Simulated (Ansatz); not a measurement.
Isomers of C$_{3}$H$_{10}$OSi, relaxed with PBE0-D4/def2-TZVP in Ansatz; electronic energies, one conformer each and not always the lowest. Functionals use def2-TZVPP; CBS adds triple-zeta CCSD(T) − MP2 to the MP2 limit of def2-TZVPP and def2-QZVPP.

(1) Order them by energy at frozen-core CCSD(T)/CBS, lowest first. (An estimate is asked.)
A. `CCO[SiH2]C`
B. `C[Si](C)(C)O`
C. `CO[SiH](C)C`
D. `CC(C)(O)[SiH3]`
E. `CC(C)O[SiH3]`

(2) How do HF/CBS(def2), r2SCAN-D4, B3LYP, B2PLYP place them (kJ/mol, against `C[Si](C)(C)O`)? (Best estimate.)

Results:

(1) B (0.0 kJ/mol), C (103.2 kJ/mol), A (137.2 kJ/mol), E (171.6 kJ/mol), D (282.4 kJ/mol).

(2) Computed: 
| isomer | HF/CBS(def2) | r2SCAN-D4 | B3LYP | B2PLYP |
| --- | --- | --- | --- | --- |
| `CCO[SiH2]C` | 110.2 | 139.1 | 123.9 | 129.5 |
| `CC(C)O[SiH3]` | 146.4 | 177.8 | 164.2 | 167.3 |
| `CO[SiH](C)C` | 84.2 | 102.6 | 92.5 | 97.1 |
| `CC(C)(O)[SiH3]` | 284.8 | 288.1 | 282.1 | 284.7 |

B3LYP here is the variant with VWN-RPA as its local correlation; programs differ in this.
